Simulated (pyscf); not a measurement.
`[O-][CH2][OH]` → `[O-][CH2][OH]` (hydrogen shift; singlet surface; H–O broken, H–O formed). Single points on ωB97X-D3(BJ)/def2-SVPD structures (PySCF, gas phase). Correlated levels are frozen-core, on RHF or UHF. ΔMP2 is the change of the MP2 total energy from the triple- to the quadruple-zeta basis. Energies in kcal/mol from the reactant's lowest minimum found.

```csv
level,barrier,reaction energy
PBE/def2-TZVPD,(withheld),0.0
PBE0-D3(BJ)/def2-TZVPD,18.6,0.0
ωB97M-D3(BJ)/def2-TZVPD,19.7,0.0
MP2/def2-QZVPPD,17.9,0.0
CCSD/def2-TZVPPD,20.7,0.0
CCSD(T)/def2-TZVPPD,19.4,0.0
CCSD(T)/def2-TZVPPD + ΔMP2(QZVPPD),(withheld),0.0
```

Question: Fill in the missing entries.

Answer: 
- PBE/def2-TZVPD, barrier: 17.1
- CCSD(T)/def2-TZVPPD + ΔMP2(QZVPPD), barrier: 19.5

Of the functionals in the table, ωB97M-D3(BJ) is closest to CCSD(T)/def2-TZVPPD + ΔMP2(QZVPPD) in the barrier (0.2 kcal/mol apart) and PBE least close (2.4 kcal/mol); that level has limits of its own. This is the saddle that the search found; another between the same sides may lie lower. The CCSD(T) − MP2 part came from Ansatz, without density fitting, on the same reference.
